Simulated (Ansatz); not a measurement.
CH₆SiZn⁺, that is ZnMe(SiH3) with one electron fewer, relaxed as a doublet with UKS PBE-D4/def2-SVP in Ansatz, starting from the PBE-D4/def2-SVP geometry of the neutral singlet. Force threshold 0.02 eV/Å.

Start:

```xyz
9

Zn    0.0535   -0.2416    0.0041
C     0.4462   -2.1552    0.0228
H    -0.4500   -2.7467    0.3050
H     1.2499   -2.3950    0.7503
H     0.7804   -2.5072   -0.9756
Si   -0.4309    2.0871   -0.0216
H     0.7941    2.9318   -0.2858
H    -1.0062    2.5726    1.2888
H    -1.4369    2.4541   -1.0879
```

| step | energy (eV) | largest force component (eV/Å) | SCF passes |
| --- | --- | --- | --- |
| 1 | -57399.6778 | 2.413 | 31 |
| 2 | -57400.0355 | 0.879 | 30 |
| 3 | -57400.0937 | 0.367 | 30 |
| 4 | -57400.1019 | 0.026 | 31 |
| 5 | -57400.1020 | 0.003 | 25 |

Force components are those of the run's own axes.

End:

```xyz
9

Zn    0.049   -0.228    0.003
C     0.457   -2.207    0.023
H    -0.504   -2.673    0.315
H     1.261   -2.306    0.777
H     0.773   -2.424   -1.015
Si   -0.464    2.244   -0.024
H     0.889    2.823   -0.297
H    -1.004    2.447    1.358
H    -1.457    2.324   -1.141
```

By distances, no bond broke or formed. The bond that changes most is Zn1–Si6, from 2.38 to 2.52 Å (atoms count from 1).

No frequencies were taken in this run, so the end may be a saddle point.

Run time 4.4 s (4 threads of Intel Xeon 6975P-C on a shared host).
